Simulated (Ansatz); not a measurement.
Reaction (formal exchange of groups at a C–S bond): `C=C(F)S[SiH3]` + `O[SiH2]F` → `C=C(F)[SiH](O)F` + `[SiH3]S`

Computed with Ansatz on PBE0-D4/def2-TZVP structures; ΔE is electronic, products minus reactants. CCSD(T)/CBS adds triple-zeta CCSD(T) − MP2 to the extrapolated MP2 energy (def2 sets, frozen cores). Functionals use def2-TZVPP. One conformer a species, not always the lowest.

CCSD(T)/CBS gives -41.6 kJ/mol.

Question: Another level gave -39.9 kJ/mol. Which?
A. CCSD/def2-TZVPP
B. PBE/def2-TZVPP
C. HF/def2-TZVPP
D. B2PLYP/def2-TZVPP

Answer: D. B2PLYP -39.9, PBE -35.6, CCSD/def2-TZVPP -44.9, HF/def2-TZVPP -49.1 kJ/mol.

Largest T1 diagnostic among the species: 0.013.

From PBE to PBE0 (25 % exact exchange), in def2-TZVPP and without D4, ΔE moves by −3.4 kJ/mol. In def2-TZVPP, CCSD(T) changes the Hartree–Fock value by +7.0 kJ/mol (the triples alone add +2.8 kJ/mol) and MP2 by +13.1 kJ/mol.
